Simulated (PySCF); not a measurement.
# How methods differ on the ionisation energy of Ba⁴⁵⁺

Ba⁴⁵⁺ [Ne] 3s1 (2S) → Ba⁴⁶⁺ [Ne] (1S), as a difference of total energies. Calculation: PySCF 2.14, in an even-tempered Gaussian basis (16 s from 9.2 bohr⁻², ratio 2.5; 10 p from 12 bohr⁻², ratio 2.5; 4 d from 44 bohr⁻², ratio 2.7; 4 f from 66 bohr⁻², ratio 2.7); no relativity, point nucleus. Correlated levels: outer shells: 1s2 frozen; virtual orbitals above 40 to 60 times the deepest correlated orbital energy dropped. The calculations carry no spin-orbit coupling.

| method | ionisation energy (eV) |
| --- | --- |
| UHF | 3493.5 |
| LDA | 3496.3 |
| PBE | 3499.4 |
| PBE0 | 3498.0 |
| r2SCAN | 3492.5 |
| TPSSh | 3496.8 |
| B3LYP | 3498.6 |
| MP2 (outer shells) | 3494.1 |
| SCS-MP2 (outer shells) | 3494.0 |

The gap to the reference is mostly relativistic.

For comparison: 3640 ± 4 eV (theoretical estimate listed by NIST; NIST Atomic Spectra Database, ionization energies).
